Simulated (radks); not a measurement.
Results of a calculation; reference values are marked as such.
Zr4+, 36 electrons, occupied as [Kr] (the NIST ground configuration). Level of theory: non-relativistic Kohn-Sham, exchange-only B88, spin-polarised, spherical densities, point nucleus; relativity is left out, which matters for an element this heavy (a radial shooting solver on a logarithmic mesh with Libxc functionals).

X-ray form factor f0, the Fourier transform of the density (f0(0) = 36):

| sin(theta)/lambda (1/angstrom) | f0 (electrons) |
|---|---|
| 0.05 | 35.636 |
| 0.1 | 34.597 |
| 0.15 | 33.031 |
| 0.2 | 31.137 |
| 0.25 | 29.113 |
| 0.3 | 27.123 |
| 0.4 | 23.605 |
| 0.5 | 20.824 |
| 0.6 | 18.583 |
| 0.8 | 14.867 |
| 1 | 11.761 |
| 1.25 | 8.901 |
| 1.5 | 7.144 |
| 2 | 5.464 |
